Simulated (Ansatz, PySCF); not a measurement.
System: GaI2, net charge 0, doublet state. It need not be the lowest isomer of its formula. SMILES: [I][Ga][I]
Geometry: optimised at B3LYP-D3(BJ)/def2-TZVP (Ansatz, a program for electronic structure).

Property: atomisation energy (electronic, to ground-state atoms), in kcal/mol. Valence correlation only, unless marked. Open shells are spin-unrestricted. Spin-orbit coupling is left out. The frozen core is the preceding noble-gas configuration, with the filled d and f shells of earlier blocks. In def2 rows, elements after Kr have scalar-relativistic effective core potentials. STO-3G rows are all-electron and non-relativistic. The coupled-cluster limit lacks core correlation, which all-electron functionals hold. CBS marks a two-point X^-3 extrapolation of the correlation energy; Hartree-Fock from the larger set. The bracket is a focal-point correction in the basis named.

```tsv
level	program	atomisation energy (kcal/mol)
HF/def2-TZVPD	PySCF	84.2
revPBE-D4/def2-TZVPD	Ansatz + dftd4	121.6
```

Problem. What does RI-MP2/CBS(def2-TZVPPD,def2-QZVPPD)+[CCSD(T)-MP2]/def2-TZVPPD (Ansatz) give?

Solution. 120.6 kcal/mol, so revPBE-D4/def2-TZVPD differs from it by 1.0 kcal/mol.
